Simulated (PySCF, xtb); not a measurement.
CH9ClN2Si2, SMILES N[Si@@]([SiH2]N)(Cl)C. The values are those of a single conformer.

Harmonic wavenumbers (cm⁻¹) from GFN2-xTB in xtb 6.7.1 at its own minimum, in rising order: 11, 79, 100, 114, 136, 151, 163, 176, 217, 227, 378, 407, 452, 471, 511, 612, 709, 714, 756, 777, 807, 811, 820, 871, 889, 1374, 1485, 1490, 1515, 1531, 2197, 2209, 3034, 3035, 3041, 3476, 3480, 3513, 3515.

Task: What does r2SCAN-D4/def2-SVP in PySCF give at its own minimum? (Estimate from the structure and the level; the computed values follow.)

Result: 51, 52, 112, 138, 158, 175, 195, 216, 254, 327, 408, 450, 459, 482, 520, 684, 701, 742, 778, 820, 843, 857, 893, 906, 918, 1252, 1422, 1428, 1550, 1552, 2189, 2217, 3033, 3136, 3151, 3546, 3559, 3644, 3655. Paired by order, the mean absolute difference is 46 cm⁻¹ and the zero-point energies are 66.1 and 67.9 kcal/mol.
